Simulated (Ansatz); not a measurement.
Basis-set extrapolation for CH7NOSi2 (`C=N[SiH2]O[SiH3]`) (PBE0-D4/def2-TZVP geometry, frozen core, the Gaussian-basis code of Ansatz). Multiplicity 1, RHF reference.

|  | def2-TZVPP | def2-QZVPP |
| --- | --- | --- |
| HF | -749.312133 | -749.339574 |
| MP2 correlation | -0.836708 | -0.898868 |
| CCSD(T) correlation | -0.919604 | not run |

Energies in hartree. Use E(X) = E(∞) + A·exp(−7.88·√X) for Hartree–Fock and E(X) = E(∞) + B·X^(−2.97) for correlation, with X = 3 and 4, and add CCSD(T) minus MP2 of the smaller set to the MP2 limit.

Q: What is the CCSD(T) energy at the basis-set limit?

A: HF limit: -749.339574 + (-0.027441) × 0.13774 = -749.34335. MP2 limit: -0.898868 + (-0.062160) × 0.74074 = -0.94491. Higher-order term: -0.919604 − (-0.836708) = -0.08290. Total: -750.37116 hartree, 3.79 eV below CCSD(T)/def2-TZVPP.
